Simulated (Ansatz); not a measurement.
B2H6OSi, SMILES `BO[SiH2]B`, relaxed with RKS PBE0-D4/def2-TZVP in Ansatz from a PBE-D4/def2-SVP geometry. The force threshold is 0.005 eV/Å; the program also tests the step.

Charge 0, multiplicity 1.

Start:

```xyz
10

B     0.899   -1.900   -0.609
O    -0.053   -0.938   -0.673
Si    0.003    0.736   -0.325
B    -1.242    1.266    1.154
H     2.041   -1.622   -0.260
H     0.575   -3.038   -0.908
H     1.428    1.127    0.000
H    -0.401    1.443   -1.594
H    -1.283    2.439    1.476
H    -1.967    0.486    1.739
```

Problem. By how much does the energy fall, and how many steps does the optimiser take? (An estimate is asked.)

Solution. The calculation gave: 5.49 kJ/mol, in 8 steps, 1 of them rejected.

Problem. Which bonds change most? (Estimate.)

Solution. Computed: O2–Si3 from 1.711 to 1.666 Å; B1–H5 from 1.226 to 1.205 Å; B1–H6 from 1.220 to 1.199 Å; B4–H9 from 1.217 to 1.197 Å.

Problem. Give the relaxed structure. (Best estimate.)

Solution. Ansatz gave: 
```xyz
10

B     0.891   -1.879   -0.614
O    -0.050   -0.919   -0.648
Si    0.005    0.714   -0.322
B    -1.241    1.261    1.144
H     2.022   -1.606   -0.301
H     0.567   -2.998   -0.899
H     1.404    1.095    0.035
H    -0.366    1.417   -1.582
H    -1.311    2.422    1.428
H    -1.921    0.495    1.758
```
